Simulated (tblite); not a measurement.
A geometry optimisation, step by step.

Species: C8H11BO.
Numbering: `[CH3:1][CH2:2][O:3][BH:4][c:5]1[cH:6][cH:7][cH:8][cH:9][cH:10]1` (hydrogens: H11, H12, H13 on C1; H14, H15 on C2; H16 on B4; H17 on C6; H18 on C7; H19 on C8; H20 on C9; H21 on C10)

Computed with GFN2-xTB (tblite), gas phase: L-BFGS steps from a force-field or distance-geometry start until the largest atomic force falls under 0.01 eV/Å. 8 of its 184 geometries are shown.

Step 0: E = -762.4862 eV, largest atomic force 2.566 eV/Å
```
atom  x, y, z in Å  |  force x, y, z in eV/Å
C1      3.673    0.415    0.458   -0.013   0.349   0.453
C2      2.423   -0.171   -0.209    0.809   0.114   0.486
O3      1.668   -0.839    0.784   -1.892  -0.460  -1.671
B4      0.449   -1.380    0.135    1.020   0.481   1.201
C5     -0.894   -0.572    0.124    0.435  -0.233  -0.078
C6     -2.035   -1.116   -0.503   -0.310   0.905   0.357
C7     -3.227   -0.391   -0.533    0.406   0.136   0.258
C8     -3.291    0.878    0.062    0.128  -0.445  -0.178
C9     -2.164    1.417    0.676   -0.077  -0.059  -0.025
C10    -0.973    0.701    0.710   -0.471   0.106  -0.147
H11     4.269   -0.390    0.921   -0.306   0.460  -0.200
H12     3.362    1.143    1.244    0.323  -0.605  -0.536
H13     4.276    0.942   -0.293   -0.143  -0.193   0.265
H14     1.861    0.660   -0.670   -0.068  -0.291  -0.015
H15     2.763   -0.878   -0.987   -0.287   0.113  -0.010
H16     0.484   -2.472   -0.311    0.150   0.117  -0.007
H17    -1.993   -2.092   -0.958    0.074  -0.011   0.013
H18    -4.104   -0.822   -1.007    0.126   0.149   0.081
H19    -4.226    1.433    0.040    0.221  -0.103   0.008
H20    -2.219    2.402    1.135   -0.003  -0.236  -0.120
H21    -0.109    1.149    1.194   -0.122  -0.292  -0.136
```

Step 26: E = -763.1941 eV, largest atomic force 0.225 eV/Å
```
atom  x, y, z in Å  |  force x, y, z in eV/Å
C1      3.654    0.326    0.551   -0.027   0.008  -0.031
C2      2.621   -0.065   -0.515    0.189  -0.097  -0.073
O3      1.324   -0.175   -0.002    0.019   0.186   0.092
B4      0.479   -1.198    0.038   -0.145   0.038   0.098
C5     -0.991   -0.664    0.300    0.018  -0.095  -0.001
C6     -2.138   -1.184   -0.299    0.081   0.002  -0.064
C7     -3.285   -0.419   -0.436    0.019  -0.101  -0.101
C8     -3.335    0.875    0.047    0.049   0.053   0.066
C9     -2.254    1.371    0.759    0.055  -0.092  -0.032
C10    -1.117    0.599    0.887    0.055   0.048   0.031
H11     4.059   -0.544    1.069   -0.156   0.046  -0.079
H12     3.198    0.982    1.290   -0.041  -0.020  -0.078
H13     4.479    0.862    0.083   -0.042  -0.086   0.016
H14     2.554    0.716   -1.284    0.114   0.123   0.053
H15     2.920   -0.986   -1.026    0.069  -0.177   0.071
H16     0.810   -2.305   -0.223   -0.147   0.023  -0.038
H17    -2.140   -2.184   -0.706    0.149  -0.035  -0.078
H18    -4.120   -0.827   -0.988   -0.093   0.008   0.092
H19    -4.203    1.487   -0.135   -0.082   0.045   0.050
H20    -2.256    2.374    1.164   -0.150  -0.036   0.042
H21    -0.269    0.976    1.435    0.065   0.161  -0.035
```

Step 52: E = -763.4319 eV, largest atomic force 0.195 eV/Å
```
atom  x, y, z in Å  |  force x, y, z in eV/Å
C1      3.675    0.194    0.604    0.082  -0.036   0.050
C2      2.825   -0.232   -0.589    0.060   0.061  -0.013
O3      1.475    0.016   -0.287    0.029  -0.103   0.018
B4      0.525   -0.897   -0.142   -0.138   0.024  -0.051
C5     -0.922   -0.336    0.133   -0.066  -0.033  -0.020
C6     -2.008   -1.017   -0.421   -0.043   0.023  -0.050
C7     -3.288   -0.495   -0.379   -0.025  -0.037  -0.017
C8     -3.527    0.710    0.259   -0.029  -0.056   0.059
C9     -2.476    1.390    0.850    0.044  -0.055  -0.009
C10    -1.193    0.875    0.778    0.039  -0.024   0.007
H11     3.684   -0.589    1.358   -0.059   0.063   0.065
H12     3.240    1.099    1.032    0.141  -0.104  -0.037
H13     4.700    0.391    0.301   -0.029   0.011  -0.009
H14     3.072    0.383   -1.460    0.009   0.071  -0.073
H15     3.001   -1.286   -0.853   -0.080   0.069   0.091
H16     0.722   -2.058   -0.337   -0.019   0.169   0.096
H17    -1.829   -1.966   -0.909   -0.049   0.041  -0.020
H18    -4.101   -1.024   -0.856   -0.026  -0.029   0.056
H19    -4.530    1.107    0.324   -0.008   0.013  -0.081
H20    -2.664    2.330    1.353    0.057  -0.056   0.009
H21    -0.390    1.420    1.250    0.110  -0.013  -0.070
```

Step 78: E = -763.4962 eV, largest atomic force 0.075 eV/Å
```
atom  x, y, z in Å  |  force x, y, z in eV/Å
C1      3.717    0.166    0.658    0.044  -0.006   0.036
C2      2.850   -0.221   -0.533    0.019  -0.017   0.015
O3      1.506    0.112   -0.291   -0.014  -0.003  -0.001
B4      0.518   -0.776   -0.264    0.006  -0.037  -0.029
C5     -0.944   -0.263   -0.023    0.024  -0.013  -0.025
C6     -2.034   -0.989   -0.509    0.009   0.018   0.017
C7     -3.332   -0.549   -0.324    0.024   0.010   0.016
C8     -3.567    0.628    0.366    0.010  -0.001   0.031
C9     -2.502    1.369    0.851    0.024  -0.003  -0.006
C10    -1.206    0.930    0.654   -0.003  -0.033  -0.023
H11     3.444   -0.425    1.530   -0.035   0.018  -0.005
H12     3.580    1.219    0.894    0.023  -0.026  -0.016
H13     4.763   -0.019    0.427    0.003   0.036   0.002
H14     3.169    0.328   -1.427    0.009   0.055  -0.001
H15     2.946   -1.296   -0.736    0.010  -0.017  -0.004
H16     0.735   -1.928   -0.448   -0.033  -0.014  -0.016
H17    -1.851   -1.907   -1.048   -0.010  -0.007   0.017
H18    -4.162   -1.122   -0.713    0.003  -0.013   0.007
H19    -4.579    0.962    0.536   -0.056   0.042  -0.028
H20    -2.687    2.293    1.376   -0.008   0.025   0.041
H21    -0.372    1.506    1.034   -0.050  -0.015  -0.030
```

Step 105: E = -763.5087 eV, largest atomic force 0.055 eV/Å
```
atom  x, y, z in Å  |  force x, y, z in eV/Å
C1      3.700    0.179    0.715    0.017  -0.043   0.029
C2      2.859   -0.202   -0.497   -0.020  -0.009  -0.007
O3      1.501    0.079   -0.260   -0.004   0.012   0.010
B4      0.507   -0.796   -0.384    0.000   0.004   0.032
C5     -0.949   -0.292   -0.079    0.002   0.026  -0.013
C6     -2.067   -1.025   -0.481    0.022  -0.008   0.009
C7     -3.352   -0.563   -0.262    0.017  -0.021   0.011
C8     -3.553    0.638    0.397    0.028   0.000  -0.006
C9     -2.460    1.376    0.824    0.026  -0.006   0.017
C10    -1.178    0.919    0.578    0.005   0.014  -0.011
H11     3.393   -0.408    1.578   -0.002   0.042   0.002
H12     3.578    1.235    0.946   -0.011  -0.049  -0.007
H13     4.749   -0.022    0.510   -0.012   0.025   0.009
H14     3.174    0.390   -1.366   -0.015  -0.014  -0.005
H15     2.990   -1.268   -0.728    0.019   0.018  -0.027
H16     0.707   -1.915   -0.724    0.000   0.012  -0.003
H17    -1.915   -1.974   -0.976   -0.025  -0.009  -0.045
H18    -4.200   -1.139   -0.603   -0.015  -0.021   0.012
H19    -4.556    0.996    0.577   -0.013   0.016   0.006
H20    -2.614    2.309    1.349    0.011   0.001  -0.022
H21    -0.323    1.499    0.895   -0.030   0.010   0.009
```

Step 131: E = -763.5125 eV, largest atomic force 0.016 eV/Å
```
atom  x, y, z in Å  |  force x, y, z in eV/Å
C1      3.684    0.164    0.755   -0.006  -0.010   0.003
C2      2.866   -0.205   -0.477   -0.002  -0.003  -0.002
O3      1.505    0.074   -0.255    0.001   0.008   0.003
B4      0.504   -0.779   -0.453   -0.007  -0.005  -0.001
C5     -0.949   -0.278   -0.136    0.002   0.007  -0.001
C6     -2.073   -1.028   -0.488    0.009  -0.002   0.001
C7     -3.353   -0.585   -0.210    0.003  -0.010   0.009
C8     -3.542    0.626    0.435    0.001  -0.004   0.006
C9     -2.444    1.388    0.797    0.001   0.012  -0.006
C10    -1.168    0.940    0.512    0.003   0.000   0.013
H11     3.370   -0.434    1.608   -0.001  -0.003  -0.009
H12     3.538    1.214    0.998    0.004  -0.006  -0.004
H13     4.740   -0.014    0.566   -0.009   0.004   0.006
H14     3.193    0.398   -1.334   -0.004   0.000   0.006
H15     3.006   -1.266   -0.724    0.001   0.003  -0.007
H16     0.694   -1.878   -0.857    0.015   0.003   0.003
H17    -1.933   -1.974   -0.992   -0.002  -0.008   0.001
H18    -4.207   -1.185   -0.491   -0.004  -0.001  -0.011
H19    -4.542    0.972    0.658   -0.008   0.004  -0.003
H20    -2.586    2.334    1.301   -0.004   0.001   0.006
H21    -0.311    1.533    0.798    0.006   0.009  -0.011
```

Step 157: E = -763.5165 eV, largest atomic force 0.020 eV/Å
```
atom  x, y, z in Å  |  force x, y, z in eV/Å
C1      3.607    0.062    0.795    0.009  -0.004   0.002
C2      2.874   -0.117   -0.530    0.001   0.002   0.003
O3      1.506    0.150   -0.355    0.003   0.018   0.009
B4      0.527   -0.741   -0.484   -0.005  -0.001   0.000
C5     -0.930   -0.257   -0.163   -0.002   0.002   0.006
C6     -2.044   -1.057   -0.423    0.001   0.004   0.003
C7     -3.325   -0.631   -0.120    0.006  -0.004   0.003
C8     -3.522    0.610    0.462   -0.002  -0.004   0.006
C9     -2.433    1.423    0.732   -0.003  -0.002  -0.004
C10    -1.158    0.994    0.417   -0.003   0.006   0.001
H11     3.219   -0.640    1.529    0.009  -0.001   0.005
H12     3.457    1.072    1.170   -0.002  -0.003   0.000
H13     4.671   -0.112    0.662    0.004  -0.006  -0.007
H14     3.257    0.595   -1.271    0.005   0.006  -0.003
H15     3.024   -1.136   -0.911   -0.002  -0.004  -0.002
H16     0.744   -1.857   -0.819    0.002  -0.011  -0.008
H17    -1.898   -2.030   -0.871    0.001  -0.002  -0.003
H18    -4.171   -1.268   -0.334   -0.005   0.003   0.003
H19    -4.521    0.941    0.708   -0.008   0.005  -0.006
H20    -2.583    2.391    1.189   -0.005  -0.003  -0.009
H21    -0.308    1.627    0.624   -0.002  -0.001   0.001
```

Step 183: E = -763.5204 eV, largest atomic force 0.008 eV/Å
```
atom  x, y, z in Å  |  force x, y, z in eV/Å
C1      3.634   -0.068    0.803   -0.001  -0.001   0.002
C2      2.879   -0.045   -0.522   -0.001   0.001  -0.001
O3      1.514    0.215   -0.301    0.000  -0.001  -0.004
B4      0.536   -0.671   -0.476   -0.001  -0.001   0.002
C5     -0.928   -0.217   -0.146    0.002   0.000   0.007
C6     -2.014   -1.077   -0.330   -0.002  -0.001  -0.006
C7     -3.307   -0.681   -0.040   -0.002   0.001   0.000
C8     -3.548    0.593    0.446    0.001   0.002   0.003
C9     -2.488    1.465    0.639   -0.004   0.001   0.002
C10    -1.199    1.062    0.346    0.000   0.001   0.001
H11     3.251   -0.867    1.434   -0.001   0.000  -0.002
H12     3.501    0.877    1.324    0.003  -0.006  -0.005
H13     4.693   -0.231    0.625   -0.005   0.006  -0.002
H14     3.264    0.760   -1.160    0.000  -0.003   0.007
H15     3.007   -1.002   -1.045    0.003   0.004   0.003
H16     0.760   -1.766   -0.874    0.000  -0.001  -0.001
H17    -1.835   -2.074   -0.708    0.006  -0.004  -0.004
H18    -4.129   -1.365   -0.194   -0.002   0.004   0.005
H19    -4.556    0.906    0.675    0.001  -0.005  -0.005
H20    -2.673    2.460    1.019    0.006   0.002   0.000
H21    -0.372    1.741    0.496   -0.002   0.001  -0.003
```

**Question.** Summarise the path.

**Answer.** The energy falls by 99.79 kJ/mol from step 0 to step 183; nine tenths of that is first reached at step 50. It falls at every step. The largest force goes from 2.566 to 0.008 eV/Å. Among the bonds O3–B4 changes most, from 1.483 to 1.331 Å; the atoms move by 0.854 Å rms after alignment.

Hardware: one thread of an Arm Neoverse V2, shared host.
